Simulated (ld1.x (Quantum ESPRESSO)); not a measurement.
## Before and after: ultrasoft potential for Se (Z = 34)

ld1.x (Quantum ESPRESSO) 7.5 input, shortened:

```
&input
   title='Se', zed=34., rel=1, dft='PBE', iswitch=3,
   config='[Ar] 3d10 4s1.5 4p4.5 4d-2'
 /
 &inputp
   pseudotype=3, tm=.true., lloc=-1, rcloc=1.65,
   nlcc=.false.,
   which_augfun='PSQ', rmatch_augfun_nc=.true.
 /
5
4S  1  0   1.50   0.00  1.30  1.70  0.0
4S  1  0   0.00  -0.65  1.30  1.70  0.0
4P  2  1   4.50   0.00  1.35  1.80  0.0
4P  2  1   0.00   1.85  1.35  1.80  0.0
4D  3  2  -2.00   0.40  1.50  1.75  0.0
 &test
   configts(1)='4s1.5 4p4.5'
 /
```

Change: core correction a·sin(br)/r model core inside 1.50 bohr.

Cutoffs: the cutoffs (Ry, on a coarse ladder) from which the occupation-weighted sum of valence levels, in a spherical-Bessel basis at the reference potential, stays within 10 and 1 mRy of its value at 400 Ry; they do not see the model core or the augmentation charge, which bear on the density cutoff. Errors are all-electron minus pseudo energies relative to the spin-unpolarised reference configuration.

Task: How do hardness, ghosts and transferability respond?

Result: The potential gets neither clearly harder nor softer (15 Ry and 25 Ry → 15 Ry and 25 Ry); of the 7 tests that both files solve, the error grows in 2 and shrinks in 4 by more than 15 % and 0.3 meV (median size 2.4 → 1.7 meV); neither file shows a bound ghost. A model core, the more so a compact one, raises the density cutoff, which this test does not measure.

```csv
quantity,base,changed
"cutoff, loose",15 Ry,15 Ry
"cutoff, tight",25 Ry,25 Ry
bound ghosts,none,none
"error for 4s2 4p4, meV [ΔE -5.41 eV]",+2.4,-0.3
"error for 4s2 4p3, meV [ΔE 5.43 eV]",-0.7,-1.7
"error for 4s2 4p2, meV [ΔE 25.78 eV]",-21,-21
"error for 4s1 4p5, meV [ΔE 5.47 eV]",+1.8,-1.1
"error for 4s1 4p4, meV [ΔE 16.97 eV]",-4.7,-9.9
"error for 4s0 4p6, meV [ΔE 16.55 eV]",+21,-6.9
"error for 4s2 4p3.5, meV [ΔE -1.10 eV]",+2.1,-0.1
s: phases at 1.95 bohr within 0.05 rad from the reference energy up to (Ry; the scan ends near 5),to the end of the scan,to the end of the scan
p: phases at 1.95 bohr within 0.05 rad from the reference energy up to (Ry; the scan ends near 5),to the end of the scan,to the end of the scan
d: phases at 1.95 bohr within 0.05 rad from the reference energy up to (Ry; the scan ends near 5),1.5,1.5
lowest overlap eigenvalue by channel,"s 0.38, p 0.62, d 1.00","s 0.38, p 0.62, d 1.00"
```
